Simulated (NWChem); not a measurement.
# C₂H₃F₃Si; SMILES F/C=C(/F)[SiH2]F

```xyz
9

F     -1.4012    -1.7743     0.0751
C     -0.0665    -1.6792     0.1923
C      0.5602    -0.5197    -0.0226
F      1.9161    -0.5223     0.1374
Si    -0.2120     1.1066    -0.5396
F     -0.4776     2.0372     0.7539
H      0.4188    -2.6096     0.4724
H     -1.5043     0.8461    -1.2110
H      0.7552     1.7985    -1.4231
```
Atoms are numbered in this order, from 1.

Computed with NWChem. Medium grid unless said otherwise, to which SCAN and Minnesota functionals are sensitive. Coordinates come from a B3LYP/6-31G* (spherical d) optimisation. Total energies of different functionals are on different scales.

| level | energy (Ha) | highest occupied level (eV) | orbital gap (eV) | dipole (D) |
|---|---|---|---|---|
| PBE/def2-TZVP | -666.6989 | -6.60 | 4.50 | 1.42 |
| B3LYP/def2-TZVP | -667.2556 | -7.71 | 6.29 | 1.48 |
| Hartree-Fock/def2-TZVP | -664.9262 | -10.87 | 13.20 | 1.65 |
| PW6B95/def2-TZVP | -667.9015 | -8.08 | 6.90 | 1.50 |
| BLYP/def2-TZVP | -667.1810 | -6.47 | 4.50 | 1.41 |
| r2SCAN/def2-TZVP | -667.0365 | -6.86 | 4.96 | 1.45 |
